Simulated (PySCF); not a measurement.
One of the candidates below gave these computed data.

All candidates are C4H10O2S.

* Polarisability: 75.3 au [CAM-B3LYP/def2-SVPD]
* Rotational structure: rotational constants A, B, C: 3.017, 2.024, 1.663 GHz [GFN2-xTB]
* UV, strongest line: among the 8 lowest singlet transitions: S3 at 8.23 eV (151 nm, f = 0.135) [TDDFT CAM-B3LYP/def2-SVPD]
* UV, first state: lowest singlet excitation: 7.64 eV (162 nm, f = 0.011) [TDDFT CAM-B3LYP/def2-SVPD]
* Dipole: 4.82 D [CAM-B3LYP/def2-SVPD]
* Triplet: lowest triplet excitation (Tamm–Dancoff): 7.50 eV [TDA CAM-B3LYP/def2-SVPD]

Gas-phase values; electronic properties from PySCF, density fitting. Levels stand in brackets. Isolated species at its GFN2-xTB geometry (one conformer only).

Question: Which candidate is it?
A. `CC(C)S(C)(=O)=O`
B. `CCCS(C)(=O)=O`
C. `CCS(=O)(=O)CC`

Answer: A. It is `CC(C)S(C)(=O)=O`. Numbering: `[CH3:1][CH:2]([CH3:3])[S:4]([CH3:5])(=[O:6])=[O:7]`. The optimised geometry has point group C1 and is an asymmetric top.

The others, at the same levels:
- `CCS(=O)(=O)CC` fails: its computed strongest line among the 8 lowest singlet transitions is S8 at 8.85 eV (140 nm, f = 0.386) (against S3 at 8.23 eV), rotational constant A is 4.362 GHz (against 3.017 GHz) and smallest rotational constant is 1.452 GHz (against 1.663 GHz).
- `CCCS(C)(=O)=O` fails: its computed strongest line among the 8 lowest singlet transitions is S5 at 8.66 eV (143 nm, f = 0.101) (against S3 at 8.23 eV), rotational constant A is 3.829 GHz (against 3.017 GHz) and smallest rotational constant is 1.490 GHz (against 1.663 GHz).

Each candidate is one conformer, not necessarily the lowest. The conformers computed, where there is a choice (atom-mapped SMILES and torsion angles):
- `[CH3:1][CH:2]([CH3:3])[S:4]([CH3:5])(=[O:6])=[O:7]`: C1–C2–S4–C5 177°
- `[CH3:1][CH2:2][S:3](=[O:4])(=[O:5])[CH2:6][CH3:7]`: C1–C2–S3–O4 -64°, C2–S3–C6–C7 180°
- `[CH3:1][CH2:2][CH2:3][S:4]([CH3:5])(=[O:6])=[O:7]`: C1–C2–C3–S4 73°, C2–C3–S4–C5 167°
